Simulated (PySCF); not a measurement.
- shieldings: GIAO PBE0/pcSseg-1
- GFN2-xTB geometry
- program: PySCF 2.14
- relativity neglected, averaged over atoms made equivalent by symmetry, fast rotation or ring inversion, no solvent, a single conformation

Chemical shifts δ = σref − σ; TMS for 1H (σ = 31.72 ppm), 13C (σ = 186.93 ppm), all at this level. Acid and N–H amide carbonyl carbons lie up to 10 ppm further downfield in solution (hydrogen bonding). Shifts are as computed. Against solution values, carbons near 30 ppm lie about +3 ppm off and those near 130 ppm about +5 ppm. Of 1211 compounds with measured shifts, 218 miss one by over three times the rms of a fit or turn the order of signals round; such compounds aren't used in these exercises. Groups on amide-type nitrogens are kept apart (slow C–N rotation). OH and NH positions are gas-phase values without hydrogen bonding to other molecules.

Problem. Order these molecules by the shift of their most shielded carbon-bound hydrogen, lowest δ first.
A. C=NO
B. NC=O
C. Cc1cc(C)p([SiH3])c1C
D. C#C/P=C/[Si](C)(C)C

Solution. D (0.19 ppm, hydrogen on a methyl carbon bonded to Si), C (2.20 ppm, hydrogen on a methyl carbon on an unsaturated ring), A (6.58 ppm, hydrogen on a C=N carbon), B (8.11 ppm, hydrogen on an amide carbonyl carbon).

Problem. Order these molecules by the shift of their most deshielded carbon, lowest δ first.
A. C#C/P=C/[Si](C)(C)C
B. C=NO
C. Cc1cc(C)p([SiH3])c1C
D. NC=O

Solution. B (136.9 ppm, C=N carbon), C (152.9 ppm, unsaturated ring carbon), D (159.7 ppm, amide carbonyl carbon), A (231.8 ppm, carbon double-bonded to a heavier main-group atom).

Problem. How many 13C and 1H signals does each give (equivalence by symmetry and fast rotation, but not about amide C–N or C=N bonds)? `Cc1cc(C)p([SiH3])c1C`, `C#C/P=C/[Si](C)(C)C`, `C=NO`, `NC=O`

Solution. Cc1cc(C)p([SiH3])c1C: 7 C, 5 H; C#C/P=C/[Si](C)(C)C: 4 C, 3 H; C=NO: 1 C, 3 H; NC=O: 1 C, 3 H.
